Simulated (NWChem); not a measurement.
**Atomisation of C2H5F3Si**

SMILES: C[C@@H](F)[SiH](F)F
```xyz
11

C     -2.1456     0.3481    -0.2769
C     -0.8638     0.5335     0.5059
F     -0.8487    -0.3307     1.5915
Si     0.6814     0.2064    -0.5243
F      1.9946     0.3267     0.4029
F      0.6239    -1.3052    -1.0869
H     -3.0174     0.5221     0.3716
H     -2.2137    -0.6726    -0.6821
H     -2.1977     1.0587    -1.1168
H     -0.8132     1.5668     0.9009
H      0.8305     1.1287    -1.6744
```
Charge 0, spin multiplicity 1.

All runs are NWChem calculations. The geometry was optimised at PBE0/def2-SVP, with no frequency check, so it may be a saddle point. It is one conformer; others weren't searched.

Basis set: def2-SVP. The atomisation energy is electronic alone: no zero-point, thermal, spin-orbit or counterpoise terms. No value is extrapolated to the basis-set limit. Free atoms are single determinants with multiplicities C 3, F 2, Si 3, H 2. Correlated methods freeze the same cores in atoms and molecule, 10 orbitals in all.

Costs are rough ratios of processor time within this set of runs, SCF included, with HF as 1. Costs are the molecule's.

B3LYP has NWChem's definition, with VWN1-RPA local correlation. GW and range-separated runs recompute their integrals, the others keep them in memory, which bears on the times. The structure started from a generated list of species. The stability of the SCF solutions was not checked. Open-shell Hartree-Fock references start from PBE0 orbitals; any time given for them includes that run.

```json
[
 {"method": "HF", "atomisation energy (kcal/mol)": "772.6", "relative cost": "1"},
 {"method": "MP2", "atomisation energy (kcal/mol)": "1004.2", "relative cost": "under 3"},
 {"method": "PBE0", "atomisation energy (kcal/mol)": "[?]", "relative cost": "under 3"},
 {"method": "B3LYP", "atomisation energy (kcal/mol)": "1030.4", "relative cost": "under 3"},
 {"method": "PBE", "atomisation energy (kcal/mol)": "1058.3", "relative cost": "under 3"},
 {"method": "BP86", "atomisation energy (kcal/mol)": "1061.7", "relative cost": "under 3"},
 {"method": "r2SCAN", "atomisation energy (kcal/mol)": "[?]", "relative cost": "under 3"},
 {"method": "LC-wPBE (omega 0.3 per bohr)", "atomisation energy (kcal/mol)": "1050.5", "relative cost": "10"}
]
```

Some entries are withheld; supply them.


- PBE0, atomisation energy (kcal/mol): 1034.3
- r2SCAN, atomisation energy (kcal/mol): 1040.9
